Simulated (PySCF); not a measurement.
Unknown compound

Molecular formula: C₆H₈B₂. Simulated spectra:

$^{1}$H NMR (500 MHz, computed): δ 7.62 (m, 2H), 7.52 (m, 2H), 7.23 (m, 1H), 7.13 (m, 1H), 7.05 (m, 1H), 6.26 (br, 1H).

$^{13}$C{$^{1}$H} NMR (computed): δ 165.2 (CH, 2C), 163.2 (CH, 2C), 159.0 (CH2), 153.5 (CH).

Calculated, not measured (PySCF): σ from GIAO-PBE0/pcSseg-1, geometry from PBE0-D3(BJ)/def2-SVP, couplings computed with B3LYP/pcJ-1 (spin–dipole term only in couplings to heteroatoms). Gas phase, relativity neglected, fast rotation and ring inversion assumed for equivalent nuclei, single conformer.

Chemical shifts δ = σref − σ; TMS for $^{1}$H (σ = 31.27 ppm) and $^{13}$C (σ = 184.41 ppm), all at this level.

Question: Deduce the structure.

Answer: 
4 carbon signals for 6 carbons: some carbons are equivalent by symmetry or fast rotation. Carbon types of the structure: 5 × CH, 1 × CH2, leaving 1 H on heteroatoms. δC 165.2, 163.2, 153.5: alkene CH. δC 159.0: terminal =CH2 carbon; an sp2 carbon of a C=C bond. δH 7.62, 7.52, 7.13: hydrogen on an alkene CH; olefinic region. δH 7.23, 7.05: hydrogen on a terminal =CH2 carbon; attached to an sp2 carbon and in the plane of the double bond. δH 6.26: hydrogen on a boron bonded to 2 C, in a 6-membered ring.

These data were computed for `C=CB1C=CBC=C1`.

The shifts were computed for this structure.

Hydrogens on boron are broadened and split by $^{11}$B (spin 3/2, 80 %) and 10B (spin 3). A carbon bonded to boron is broadened by the quadrupolar boron nucleus and is often missing from a measured spectrum. Multiplet labels drop couplings under 1 Hz and merge nearly equal ones. Couplings among chemically equivalent protons are left out too, so labels in AA′BB′ or AA′XX′ sets are apparent multiplicities. Unscaled 3J(H,H) at this level run about 10 % above measured values. Shifts are as computed. Against solution values, carbons near 30 ppm lie about +2 ppm off and those near 130 ppm about +5 ppm. Of 1313 compounds with measured shifts, 239 miss one by over three times the rms of a fit or turn the order of signals round; such compounds aren't used in these exercises.
